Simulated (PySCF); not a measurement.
NMR problem set

Theoretical values (PySCF 2.14.0 with density-fitted response routines): NMR shieldings at PBE0/pcSseg-1/GIAO, structure optimised with GFN2-xTB. Non-relativistic Hamiltonian, rapidly exchanging positions averaged, in vacuum, one conformer.

δ = σ(ref) − σ, references computed at the same level: ¹H (σ = 31.72 ppm), ¹³C (σ = 186.93 ppm) against TMS. Splittings of carbon signals by F and P are missing where no couplings were computed. Where no couplings were computed, multiplicities follow the n + 1 count of equivalent neighbours, and m marks all less simple cases (inequivalent or close neighbours, rings, F or P nearby). Shifts are as computed. Against solution values, carbons near 30 ppm lie about +3 ppm off and those near 130 ppm about +5 ppm; carbons on Cl a further +6 ppm. Of 1309 compounds with measured shifts, 239 miss one by over three times the rms of a fit or turn the order of signals round; such compounds aren't used in these exercises. Carbons bonded to Cl come out too deshielded.

Problem. C$_{4}$H$_{10}$ClPSi$_{2}$. ¹H NMR (300 MHz, computed): δ 6.00 (m, 1H), 4.24 (m, 1H), 3.89 (m, 1H), 3.75 (m, 1H), 2.35 (m, 1H), 2.15 (m, 1H), 1.72 (m, 1H), 1.25 (m, 1H), 1.05 (m, 2H). ¹³C{¹H} NMR (computed): δ 143.0 (C), 129.3 (CH), 25.2 (CH2), 12.6 (CH2). Give a structure.

Solution. SMILES C1[Si@@H](P)[SiH2]CC=C1Cl. 4 carbon signals for 4 carbons: no two carbons are equivalent. Carbon types of the structure: 1 × C, 1 × CH, 2 × CH2, leaving 5 H on heteroatoms. δC 143.0: fully substituted alkene carbon; the olefinic region. δC 129.3: alkene CH; as expected for a trigonal carbon in a double bond. δH 6.00: hydrogen on an alkene CH; attached to an sp2 carbon and in the plane of the double bond. δH 2.35, 2.15, 1.72, 1.25: hydrogen on an allylic sp3 CH2 bonded to Si.

The shifts were computed for this structure.

Problem. C$_{6}$H$_{9}$FSi. ¹H NMR (400 MHz, computed): δ 5.40 (m, 2H), 4.72 (m, 1H), 4.65 (m, 1H), 3.23 (m, 1H), 1.91 (m, 2H), 1.88 (m, 2H). ¹³C{¹H} NMR (computed): δ 105.5, 83.9, 74.1, 24.6, 19.9. Give a structure.

Solution. `InChI=1S/C6H9FSi/c7-3-1-2-6-4-8-5-6/h6H,3-5,8H2`. The formula gives 3 degrees of unsaturation (1 ring in the answer). 5 carbon signals for 6 carbons: some carbons are equivalent by symmetry or fast rotation. Carbon types of the structure: 2 × C, 1 × CH, 3 × CH2, leaving 2 H on heteroatoms. δC 105.5, 83.9: alkyne carbon. δC 74.1: propargylic sp3 CH2 bonded to F; deshielded by the electronegative neighbour. δC 24.6: propargylic sp3 CH; saturated and bonded to C and H only. δH 5.40: hydrogen on a propargylic sp3 CH2 bonded to F; its carbon carries F, an electronegative neighbour.

The shifts were computed for this structure.
